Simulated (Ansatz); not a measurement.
Reaction (ligand exchange at a Ga–O bond): `[F][GaH][O][SiH3]` + HBr → `[F][GaH][Br]` + `O[SiH3]`

Program: Ansatz. Geometries: PBE0-D4/def2-TZVP. ΔE: electronic, gas phase. CCSD(T)/CBS adds triple-zeta CCSD(T) − MP2 to the extrapolated MP2 energy (def2 sets, frozen cores). DFT in def2-TZVPP. For Br, Ga outer-core shells are correlated without core-valence functions, which leaves a few kJ/mol of doubt a bond. Scalar relativity is left out up to krypton. Each species was taken in one conformer, which may not be the lowest.

```csv
species,B2PLYP energy (Eh)
`[F][GaH][O][SiH3]`,-2391.43156
HBr,-2574.37376
`[F][GaH][Br]`,-4598.79655
`O[SiH3]`,-367.02731
```

Work out ΔE.

ΔE = (-4598.79655) + (-367.02731) − (-2391.43156) − (-2574.37376) = -0.01854 Eh = -48.7 kJ/mol. CCSD(T)/CBS gives -48.3 kJ/mol.

Largest T1 diagnostic among the species: 0.014.

The D4 term adds +3.6 kJ/mol with B3LYP and +2.1 kJ/mol with PBE0; it sums over pairs of atoms, weighted by their polarisabilities, and B3LYP, whose exchange is more repulsive, gets the larger term. From BLYP to BHLYP (50 % exact exchange), in def2-TZVPP and without D4, ΔE moves by −3.1 kJ/mol.

B3LYP here is the variant with VWN-RPA as its local correlation; programs differ in this.
